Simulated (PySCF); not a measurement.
## Atomic charges by several schemes

Compound: C4H8O2P (charge -1).
Z-matrix (Å and degrees, GFN2-xTB geometry), rows numbered from 1:
```
C 
C   1  1.3176
P   2  1.8464  1  120.62
O   3  1.4892  2  110.40  1     9.00
O   3  1.4933  2  108.39  1  -123.01
C   3  1.8775  2   98.25  1   123.37
C   6  1.5133  3  106.13  2  -179.97
H   1  1.0784  2  119.02  3    -4.31
H   1  1.0850  2  123.96  3   176.19
H   2  1.0841  1  121.57  3  -174.65
H   6  1.0922  3  109.61  2   -59.92
H   6  1.0919  3  110.15  2    59.79
H   7  1.0890  6  109.02  3   -60.99
H   7  1.0943  6  112.74  3   177.51
H   7  1.0891  6  108.76  3    56.11
```

Density: PBE0/pcSseg-1 (PySCF); schemes: Mulliken, IAO, Hirshfeld and ESP-fitted. The structure is a single GFN2-xTB conformer in the gas phase; no vibrational or solvent corrections. The pcSseg-1 basis has no diffuse functions, a weakness for an anion.

**Question.** Tabulate the Mulliken, IAO, Hirshfeld and ESP-fitted charges.

**Answer.** In e; atoms taken as equivalent share a row and are averaged (×n: the atom named and its like, n in all):

```
       atom                     environment  Mulliken     IAO  Hirshfeld  ESP-fitted
         C1            terminal =CH2 carbon    -0.178  -0.327     -0.134      -0.335
         C2                alkene CH carbon    -0.478  -0.419     -0.112      -0.355
         P3           phosphoryl phosphorus    +1.144  +1.721     +0.348      +1.109
         O4              oxygen bonded to P    -0.711  -1.018     -0.480      -0.777
         O5              oxygen bonded to P    -0.714  -1.018     -0.498      -0.797
         C6  sp3 carbon bound to phosphorus    -0.517  -0.536     -0.143      -0.171
         C7                   methyl carbon    -0.289  -0.415     -0.136      -0.121
         H8                vinylic hydrogen    +0.108  +0.151     +0.024      +0.138
         H9                vinylic hydrogen    +0.065  +0.109     +0.014      +0.112
        H10                vinylic hydrogen    +0.082  +0.127     +0.024      +0.126
        H11              methylene hydrogen    +0.100  +0.121     +0.014      +0.006
        H12              methylene hydrogen    +0.094  +0.117     +0.015      +0.005
H13/H14/H15                 methyl hydrogen    +0.097  +0.129     +0.022      +0.019
```

Mean size of the charges over all atoms: IAO 0.431 e, Mulliken 0.318 e, ESP-fitted 0.275 e, Hirshfeld 0.134 e. Each set sums to the total charge, -1, to within 0.001 e. The Mulliken scheme gives each basis function's population to the atom it is centred on and halves the overlap population of two atoms between them. The ESP scheme is a least-squares fit of atom-centred charges to the potential on four shells outside the van der Waals surface, with the total charge fixed.

Some averages cover members that differ in this geometry: H13/H14/H15, Mulliken +0.069 to +0.114; H13/H14/H15, IAO +0.103 to +0.143; H13/H14/H15, ESP-fitted -0.004 to +0.032 e.

Lowest charge. All schemes include O5: Mulliken O5 (-0.714); IAO O4 and O5 (-1.018); Hirshfeld O5 (-0.498); ESP-fitted O5 (-0.797).

Highest charge. All schemes agree: Mulliken P3 (+1.144); IAO P3 (+1.721); Hirshfeld P3 (+0.348); ESP-fitted P3 (+1.109).

**Question.** How many electrons does the Mulliken scheme count on C6?

**Answer.** Z − q = 6 − (-0.517) = 6.517.

**Question.** How closely do the schemes follow one another over all atoms?

**Answer.** Correlation coefficient and root-mean-square difference: Mulliken with IAO 0.99, 0.195 e; IAO with ESP-fitted 0.98, 0.226 e; Mulliken with ESP-fitted 0.96, 0.127 e; Hirshfeld with ESP-fitted 0.95, 0.244 e; IAO with Hirshfeld 0.94, 0.440 e; Mulliken with Hirshfeld 0.92, 0.268 e.

**Question.** Sum the charges by element, for elements with more than one atom.

**Answer.** 
```
element  atoms  Mulliken     IAO  Hirshfeld  ESP-fitted
      C      4    -1.462  -1.697     -0.525      -0.982
      O      2    -1.425  -2.036     -0.978      -1.573
      H      8    +0.742  +1.013     +0.155      +0.446
```
